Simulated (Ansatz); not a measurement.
Input file for C₂H₅NSi (`C1=NC[SiH2]1`):

```yaml
crystal:
  periodic: [false, false, false]
  atoms:
    - {symbol: C, position_ang: [-0.741619, 0.493219, -0.974156]}
    - {symbol: N, position_ang: [0.511846, 0.755029, -1.053404]}
    - {symbol: C, position_ang: [1.112592, 0.092896, 0.136372]}
    - {symbol: Si, position_ang: [-0.625264, -0.504171, 0.607085]}
    - {symbol: H, position_ang: [-1.436960, 0.860072, -1.728188]}
    - {symbol: H, position_ang: [1.856541, -0.647564, -0.164886]}
    - {symbol: H, position_ang: [1.605894, 0.824253, 0.780044]}
    - {symbol: H, position_ang: [-0.926979, -1.962076, 0.544078]}
    - {symbol: H, position_ang: [-1.267452, 0.041943, 1.835858]}
basis:
  gaussian: {orbitals: def2-TZVPP}
correlation: {method: ccsd_t}
output: {orbitals: {seedname: orbitals}}
```

```sh
$ ansatz run in.yaml --threads 2 --pin off --events-out ev --progress --plain --max-ram 4352MiB
```

Log, shortened:

```
Functional definition: HF
1204 factors; integrals over basis functions are off by at most 9.2e-4 eV
mean field evaluation 1: about -11480.6347 eV, gradient 3.2e1 eV
mean field evaluation 2: about -11480.9119 eV, gradient 3.2e1 eV
mean field evaluation 4: about -11483.8740 eV, gradient 5.0e0 eV
mean field evaluation 8: about -11483.9597 eV, gradient 3.1e-1 eV
mean field evaluation 16: about -11483.9609 eV, gradient 2.2e-6 eV
mean field -11483.96086911 eV, -422.0277778316 hartree, gradient 2.2e-6 eV, S^2 0.000000; 0 other end points of the search recorded, 0 dependent functions left out; unrestricted orbitals would lower it
8 core orbitals not correlated: weight in the atoms' cores, before any rotation towards them, 1.000 or more for the frozen orbitals, at most 0.000 for the correlated occupied ones
reference -11483.96086911 eV, -422.0277778316 hartree; 11, 11 occupied and 186, 186 virtual orbitals, 1204 factors
second order -17.50033632 eV of doubles, -0.00000000 eV of singles
cycle   1  -17.80138103 eV  change   -3.0e-1 eV  update   9.8e-2
cycle   2  -18.33169616 eV  change   -5.3e-1 eV  update   3.1e-2
cycle   3  -18.43252189 eV  change   -1.0e-1 eV  update   1.4e-2
cycle   4  -18.42657139 eV  change    6.0e-3 eV  update   4.0e-3
cycle   5  -18.42786364 eV  change   -1.3e-3 eV  update   1.8e-3
cycle   6  -18.42816763 eV  change   -3.0e-4 eV  update   4.4e-4
cycle   7  -18.42796747 eV  change    2.0e-4 eV  update   1.7e-4
cycle   8  -18.42795252 eV  change    1.5e-5 eV  update   6.4e-5
cycle   9  -18.42795323 eV  change   -7.1e-7 eV  update   2.5e-5
perturbative correction -0.86493825 eV, -0.0317858943 hartree
Total energy: -11503.25376059 eV, -422.7367785161 hartree
```

Hardware: 2 threads of an Arm Neoverse V1 on a shared host. Wall time 71 s, peak host memory 2.6 GiB.

MP2 recovers 90.7 % of the CCSD(T) correlation energy and the triples give 4.5 %; T1 = 0.0125.
